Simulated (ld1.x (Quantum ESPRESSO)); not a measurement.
## Transferability test, TM semilocal potential for Cr (Z = 24)

Cr, norm-conserving Troullier–Martins (semilocal form), made with ld1.x (Quantum ESPRESSO) 7.5 (LDA (PZ), scalar-relativistic). Core [Ne], reference 3s2 3p6 3d4 4s0 4p0 (charge +2). Waves: 3p (bound): rc 1.30 bohr; 3d (bound): rc 1.25 bohr; 4f channel at -0.2 Ry: rc 1.30 bohr; 3s (bound): rc 1.10 bohr. Local part: the s channel. Core correction: a·sin(br)/r model core, default radius (core density twice the valence density).

Energies are relative to the spin-unpolarised reference configuration 3s2 3p6 3d4 4s0 4p0; without spin polarisation the order of configurations can differ from experiment. Spin-polarised rows fill each open shell by Hund’s rule, majority spin first.

```csv
valence configuration,charge,ΔE all-electron (eV),error AE − PS (meV)
3s2 3p6 3d5 4s1 4p0,0,-23.483,+114
3s2 3p6 3d5 4s0 4p0,+1,-16.343,-3.1
3s2 3p6 3d3 4s0 4p0,+3,31.026,+7.9
3s2 3p6 3d4 4s1 4p0,+1,-15.232,+204
3s2 3p6 3d4 4s2 4p0,0,-23.541,+312
3s2 3p5 3d5 4s1 4p0,+1,27.986,+227
3s2 3p6 3d4 4s0 4p0 (spin-polarised),+2,-3.391,+139
3s2 3p6 3d5 4s1 4p0 (spin-polarised),0,-28.400,+272
```

Question: What are ΔE and the potential's error for 3s2 3p6 3d5 4s0 4p1?

Answer: ΔE = -20.280 eV all-electron; the error (AE − PS) is +8.3 meV.

Levels in the configuration 3s2 3p5 3d5 4s1 4p0:

```csv
level,all-electron (eV),pseudo (eV)
3s,-86.795,-86.653
3p,-58.404,-58.243
3d,-15.020,-14.926
4s,-11.841,-11.996
```
